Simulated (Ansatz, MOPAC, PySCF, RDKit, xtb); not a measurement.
Complex: H4Sn (SMILES [SnH4]) (first 5 atoms) with CH4 (SMILES C); geometry from B3LYP-D3(BJ)/def2-TZVP, rigid monomers moved along the line of their centres of mass till Sn1···C6 is 3.51 Å.
(charge 0, multiplicity 1):
```xyz
10

Sn     0.134     0.152    -0.088
H     -1.291     0.932     0.439
H      0.073    -1.501     0.339
H      0.262     0.294    -1.787
H      1.492     0.884     0.645
C     -0.106    -0.121     3.403
H      0.871     0.292     3.152
H     -0.192    -0.217     4.484
H     -0.887     0.544     3.035
H     -0.215    -1.102     2.942
```

Monomers are frozen at their geometry in the pair; levels with a basis set take the counterpoise correction. Rows marked so take none. RDKit's UFF carries no charges.

Cores are frozen in the correlated methods. Filled d and f shells under p-block atoms count as core. CBS: X⁻³ extrapolation of the correlation energy, Hartree–Fock from the larger set. Rows in STO-3G carry no dispersion term and start afresh at each structure; the Pople sets are all-electron and without relativity. The state that PM7 reach isn't checked; PM7 holds dispersion and hydrogen-bond terms.

Codes used: Ansatz (Gaussian basis) for Hartree–Fock, density functionals and correlated methods; MOPAC for PM7 (differences of heats of formation); PySCF for STO-3G rows, the dispersion terms; RDKit for the force fields; xtb for the GFN methods. Values without a source in brackets are computed. In def2 rows elements past Kr take small-core potentials, without spin–orbit coupling.

```
level                                interaction energy (kcal/mol)
-----------------------------------  -----------------------------
UFF                                                          -0.49
GFN-FF                                                       -0.31
PM7                                                           2.89
HF/STO-3G (no counterpoise)                                   2.04
HF/def2-SVPD                                                  2.58
r2SCAN-D4/def2-TZVPPD                                        -0.07
B3LYP-D4/def2-TZVPPD                                         -0.14
CCSD(T)/def2-SVPD                                       (withheld)
CCSD(T)/CBS(def2-SVPD, def2-TZVPPD)                          -0.03
```

Q: Some entries are withheld; supply them.

A: 
- CCSD(T)/def2-SVPD, interaction energy (kcal/mol): 0.53

Ansatz is a program for electronic structure.
